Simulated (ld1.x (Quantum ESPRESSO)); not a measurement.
## tungsten (W), PAW: configuration errors across variants

ld1.x (Quantum ESPRESSO) 7.5 input, shortened:

```
&input
   title='W', zed=74., rel=1, dft='PBE', iswitch=3,
   config='[Xe] 4f14 5d4 6s2 6p0'
 /
 &inputp
   pseudotype=3, lpaw=.true., tm=.true., lloc=-1, rcloc=1.95,
   nlcc=.true., rcore=2.20,
   which_augfun='BESSEL', rmatch_augfun=1.40
 /
6
6S  1  0   2.00   0.00  2.25  2.70  0.0
6S  1  0   0.00   2.55  2.25  2.70  0.0
6P  2  1   0.00   0.00  2.45  2.90  0.0
6P  2  1   0.00   2.60  2.45  2.90  0.0
5D  3  2   4.00   0.00  1.80  2.20  0.0
5D  3  2   0.00   0.95  1.80  2.20  0.0
 &test
   configts(1)='5d4 6s2 6p0'
 /
```

All-electron excitation energies from the reference (eV): (1) 5d4 6s1 6p0 8.883; (2) 5d4 6s0 6p0 24.563; (3) 5d3 6s0 6p0 49.945; (4) 5d2 6s0 6p0 87.156; (5) 5d4 6s0 6p2 9.259; (6) 5d3 6s2 6p0 8.830; (7) 5d4 6s0 6p1 14.336.

4 further variants failed, have other tests or another functional or relativity, and are left out.

A true bound ghost makes a file unfit for plane-wave use even where its test errors are small: the radial tests pick states by their node count and pass the ghost by.

Errors AE − PS in meV (a dash: test not solved or not reliable):

| change | (1) | (2) | (3) | (4) | (5) | (6) | (7) | bound ghosts |
| --- | --- | --- | --- | --- | --- | --- | --- | --- |
| base | -3.7 | -9.2 | -177 | -783 | -2.7 | -43 | -3.0 | s |
| waves 6p (bound): rcut 2.45, rcutus 3.36 bohr; 6p channel at 2.6 Ry: rcut 2.45, rcutus 3.36 bohr | -3.7 | -9.2 | -177 | -783 | -4.1 | -43 | -6.1 | s |
| type TM; waves now 6p (bound): rc 2.90 bohr; 5d (bound): rc 2.20 bohr; 6s (bound): rc 2.70 bohr; local potential the s channel | -8.3 | -38 | -175 | -562 | -13 | -44 | -12 | none |
| wave 6s channel at 2.55 Ry: rcut 2.25, rcutus 2.70 bohr becomes 6s channel at 0.07 Ry: rcut 2.25, rcutus 2.70 bohr | -3.6 | -9.2 | -177 | -783 | -2.7 | -42 | -3.0 | s |
| all radii but the core radius scaled by about 1.10 (s 2.98, p 3.20, d 2.42 bohr, rcut 2.48/2.70/1.98); local potential all-electron potential smoothed inside 2.14 bohr (lloc = -1); augmentation BESSEL, radius 1.54 bohr | -9.6 | -8.7 | -179 | -791 | -3.3 | -57 | -3.5 | s |
| local potential all-electron potential smoothed inside 2.55 bohr (lloc = -2) | -4.7 | -18 | -185 | -787 | -5.8 | -39 | -7.9 | none |
| local potential all-electron potential smoothed inside 3.08 bohr (lloc = -1) | -4.7 | -18 | -185 | -787 | -5.7 | -39 | -7.8 | none |
| waves 6s (bound): rcut 2.25, rcutus 2.64 bohr; 6s channel at 2.55 Ry: rcut 2.25, rcutus 2.64 bohr | -3.9 | -11 | -179 | -784 | -3.7 | -42 | -4.3 | s |

Task: Give the same row for: core correction a·sin(br)/r model core inside 0.88 bohr.

Result: -3.5, -5.9, -176, -778, -0.2, -45, +0.1; bound ghosts: s.
